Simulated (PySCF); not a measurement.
GeHFBr2, SMILES [Br][GeH]([Br])[F].

Geometry optimised at PBE-D3(BJ)/def2-SVP. This is a generated structure with no PubChem entry under its InChIKey; it may be hypothetical.

Calculation: PBE-D3(BJ)/def2-SVP run with PySCF.

Frequencies are harmonic and unscaled.

```csv
mode,ν (cm⁻¹),IR (km/mol),moving atoms (share of kinetic energy)
1,92,0.5,"Br 74 %, Ge 20 %"
2,165,5.2,"F 79 %, Br 18 %"
3,175,7.4,"F 49 %, Ge 32 %, Br 18 %"
4,290,16.5,"Br 53 %, Ge 44 %"
5,332,70.3,"Ge 61 %, Br 37 %"
6,651,101.0,H 97 %
7,684,69.1,"H 84 %, F 8 %"
8,700,34.2,"F 73 %, Ge 15 %, H 12 %"
9,2117,52.8,H 99 %
```
